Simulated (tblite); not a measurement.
Compound: 1,1,1,2,2,3,3-heptafluoropropane, C3HF7.
SMILES with atom numbers: `[F:1][CH:2]([F:3])[C:4]([F:5])([F:6])[C:7]([F:8])([F:9])[F:10]` (hydrogens: H11 on C2)

Computed with GFN2-xTB (tblite), gas phase: L-BFGS steps from a force-field or distance-geometry start until the largest atomic force falls under 0.01 eV/Å.

Step 4: E = -1089.4476 eV
```
atom  x, y, z in Å  |  force x, y, z in eV/Å
F1      1.1537    0.4064   -1.4910    0.170  -0.007  -0.046
C2      1.2354    0.2934   -0.1583    0.295   0.126  -0.090
F3      1.1126    1.5220    0.3616    0.270   0.109   0.031
C4      0.0828   -0.5715    0.3754    0.032  -0.209   0.118
F5      0.1754   -1.8353   -0.0698    0.054  -0.086  -0.072
F6      0.1322   -0.6267    1.7167    0.033   0.004   0.120
C7     -1.2271    0.0699   -0.0929   -0.531   0.220  -0.194
F8     -1.3134    1.3107    0.3699   -0.209   0.161   0.052
F9     -1.2392    0.1203   -1.4196   -0.258   0.011  -0.212
F10    -2.3235   -0.5686    0.2851   -0.039  -0.237   0.167
H11     2.2165   -0.1180    0.0971    0.185  -0.093   0.126
```

Step 5: E = -1089.4673 eV
```
atom  x, y, z in Å  |  force x, y, z in eV/Å
F1      1.1607    0.4105   -1.4900    0.188  -0.073  -0.002
C2      1.2459    0.2915   -0.1564    0.273   0.175  -0.143
F3      1.1279    1.5239    0.3569    0.226   0.077   0.082
C4      0.0865   -0.5685    0.3724   -0.093  -0.249   0.151
F5      0.1771   -1.8364   -0.0659    0.050  -0.015  -0.128
F6      0.1331   -0.6316    1.7142    0.025   0.072   0.109
C7     -1.2336    0.0693   -0.0931   -0.579   0.266  -0.235
F8     -1.3310    1.3132    0.3644   -0.114   0.072   0.085
F9     -1.2598    0.1251   -1.4209   -0.154  -0.042  -0.150
F10    -2.3305   -0.5734    0.2876    0.115  -0.211   0.168
H11     2.2291   -0.1210    0.1048    0.064  -0.073   0.064
```

Step 6: E = -1089.4925 eV
```
atom  x, y, z in Å  |  force x, y, z in eV/Å
F1      1.1754    0.4149   -1.4888    0.209  -0.139   0.035
C2      1.2656    0.2914   -0.1553    0.084   0.117  -0.089
F3      1.1556    1.5280    0.3518    0.163   0.011   0.120
C4      0.0890   -0.5664    0.3696   -0.182  -0.107   0.081
F5      0.1807   -1.8384   -0.0630    0.017   0.122  -0.167
F6      0.1349   -0.6371    1.7128   -0.017   0.151   0.016
C7     -1.2519    0.0726   -0.0974   -0.348   0.159  -0.154
F8     -1.3597    1.3183    0.3581   -0.022  -0.056   0.090
F9     -1.2939    0.1312   -1.4259   -0.047  -0.088  -0.036
F10    -2.3391   -0.5851    0.2949    0.246  -0.134   0.133
H11     2.2491   -0.1269    0.1173   -0.103  -0.037  -0.028
```

Step 7: E = -1089.5024 eV
```
atom  x, y, z in Å  |  force x, y, z in eV/Å
F1      1.1858    0.4145   -1.4884    0.197  -0.135   0.030
C2      1.2748    0.2928   -0.1554   -0.043   0.033  -0.004
F3      1.1709    1.5303    0.3517    0.127  -0.020   0.105
C4      0.0870   -0.5658    0.3689   -0.134   0.055  -0.013
F5      0.1825   -1.8376   -0.0648   -0.013   0.173  -0.155
F6      0.1353   -0.6369    1.7128   -0.053   0.160  -0.048
C7     -1.2644    0.0761   -0.1014   -0.087   0.027  -0.044
F8     -1.3731    1.3203    0.3570   -0.016  -0.081   0.065
F9     -1.3102    0.1325   -1.4296   -0.032  -0.082   0.010
F10    -2.3397   -0.5932    0.3008    0.208  -0.099   0.104
H11     2.2565   -0.1303    0.1224   -0.154  -0.031  -0.051
```

Question: Estimate the geometry and energy of step 8. (The exact step hangs on the optimiser's Hessian estimate; all steps are aligned on step 7, rigid shifts and turns removed.)

Answer: E = -1089.5104 eV, largest force 0.228 eV/Å
```
atom  x, y, z in Å  |  force x, y, z in eV/Å
F1      1.1979    0.4115   -1.4878    0.159  -0.102   0.011
C2      1.2808    0.2942   -0.1552   -0.122  -0.036   0.065
F3      1.1856    1.5319    0.3537    0.085  -0.034   0.071
C4      0.0833   -0.5637    0.3678   -0.040   0.193  -0.099
F5      0.1837   -1.8337   -0.0696   -0.041   0.184  -0.129
F6      0.1344   -0.6335    1.7120   -0.088   0.146  -0.090
C7     -1.2751    0.0791   -0.1051    0.149  -0.086   0.058
F8     -1.3841    1.3208    0.3577   -0.028  -0.073   0.032
F9     -1.3237    0.1319   -1.4328   -0.035  -0.061   0.041
F10    -2.3367   -0.6020    0.3078    0.118  -0.083   0.079
H11     2.2594   -0.1338    0.1255   -0.158  -0.050  -0.040
```

The energy changes by -0.0080 eV. The first-order estimate −F·Δx gives -0.0108 eV and the mean of the old and new forces, exact on a quadratic surface, -0.0080 eV. The step makes an angle of 55° with the force vector and moves no atom by more than 0.015 Å.

Run on Arm Neoverse N1, one thread, shared host.
